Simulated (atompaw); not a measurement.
## Tc (Z = 43): one change to a PAW (atompaw) potential, before and after

* Element: technetium (Tc)
* Generator: atompaw 4.2.0.5
* Type: PAW
* Functional: LDA (PW92)
* Relativity: scalar-relativistic
* Frozen core: [Ar] 3d10
* Valence charge: 15
* Reference configuration: 4s2 4p6 4d5 5s1.5 5p0 (charge +0.5)
* Partial waves: 4s (bound): rc 1.30 bohr; 5s (bound): rc 1.65 bohr; 4p (bound): rc 2.15 bohr; 5p (bound, empty): rc 2.35 bohr; 4d (bound): rc 2.35 bohr; 4d channel at -0.15 Ry: rc 2.35 bohr
* Local potential: bessel scheme, radius 1.95 bohr
* Core correction: smooth core density matched at 1.50 bohr
* Augmentation charge: besselshape compensation charge, radius 2.35 bohr; PAW radius 2.35 bohr; waves and projectors: custom polynom vanderbiltortho

All-electron outer shells of the reference configuration (LDA (PW92), scalar-relativistic, ld1.x):

| shell | level (eV) | outermost node (bohr) | outermost maximum (bohr) |
| --- | --- | --- | --- |
| 3d | -253.83 | – | 0.31 |
| 4s | -77.06 | 0.50 | 0.95 |
| 4p | -49.07 | 0.51 | 1.03 |
| 4d | -10.42 | 0.50 | 1.27 |
| 5s | -8.39 | 1.28 | 2.65 |
| 5p | -4.18 | 1.45 | 3.41 |

Change: all radii scaled by about 0.94 (s 1.22, p 2.02, d 2.20 bohr); local potential bessel scheme, radius 1.82 bohr; augmentation besselshape compensation charge, radius 2.20 bohr; PAW radius 2.20 bohr; waves and projectors: custom polynom vanderbiltortho; core correction smooth core density matched at 1.40 bohr.

Cutoffs: the cutoffs (Ry, on a coarse ladder) from which the occupation-weighted sum of valence levels, in a spherical-Bessel basis at the reference potential, stays within 10 and 1 mRy of its value at 400 Ry; they do not see the model core or the augmentation charge, which bear on the density cutoff.

Task: What does the change do?

Result: The potential gets harder (35 Ry and 50 Ry → 40 Ry and 70 Ry); neither file shows a bound ghost. A smaller radius makes the pseudo-wave follow the all-electron one further in, where it bends more sharply, so more plane waves are needed.

| quantity | base | changed |
| --- | --- | --- |
| cutoff, loose | 35 Ry | 40 Ry |
| cutoff, tight | 50 Ry | 70 Ry |
| loose cutoff by channel (10 mRy a level) | s 25 Ry, p 15 Ry, d 15 Ry | s 35 Ry, p 15 Ry, d 18 Ry |
| bound ghosts | none | none |
| lowest overlap eigenvalue by channel | s 0.52, p 0.78, d 0.94 | s 0.45, p 0.79, d 0.94 |

 The cutoffs see the waves, projectors and local potential, not the compensation charge or the core.
